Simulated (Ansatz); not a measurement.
The cluster ZnB7⁻. Charge -1, multiplicity 1. Geometry PBE0-D4/def2-SVPD, basis def2-TZVPD, Ansatz.

```xyz
8

Zn   -1.1378   -1.7218   -0.0456
B     0.6756   -0.4922    1.1322
B    -0.1448    0.7397    1.6696
B     1.1135   -0.7398   -0.4402
B    -0.6901    0.4706   -1.1328
B    -1.1277    0.7182    0.4397
B     0.5337    0.8075    0.0214
B     0.7775    0.2177   -1.6442
```

```
run  HOMO (eV)  LUMO (eV)
  A      -1.04       1.35
  B      -1.61       1.85
  C      -0.89       1.23
  D      -1.24       1.52
  E      -1.04       1.02
```

HSE06 is defined as in plane-wave codes, on full-range PBE exchange. Another isomer (singlet) lies 0.19 eV lower at PBE0-D4/def2-TZVPD; other spin states weren't run for this one.

The runs used HSE06, LDA (SPW92), PBE, PBE0, r2SCAN. Estimate which is which.

A r2SCAN (0 % exact exchange); B PBE0 (25 % exact exchange); C PBE (0 % exact exchange); D HSE06 (range-separated); E LDA (SPW92) (0 % exact exchange). Exact exchange lowers occupied and raises empty levels; among semilocal functionals meta-GGAs tend to open the gap a little, and such runs are hard to tell apart. The gap grows from 2.06 eV (LDA (SPW92)) to 3.46 eV (PBE0). The restricted singlet is unstable towards broken spin symmetry in Hartree–Fock (as tested in another run); at r2SCAN-D4/def2-TZVPD, PBE0-D4/def2-TZVPD, PBE-D4/def2-TZVPD, HSE06-D4/def2-TZVPD and others this wasn't settled.
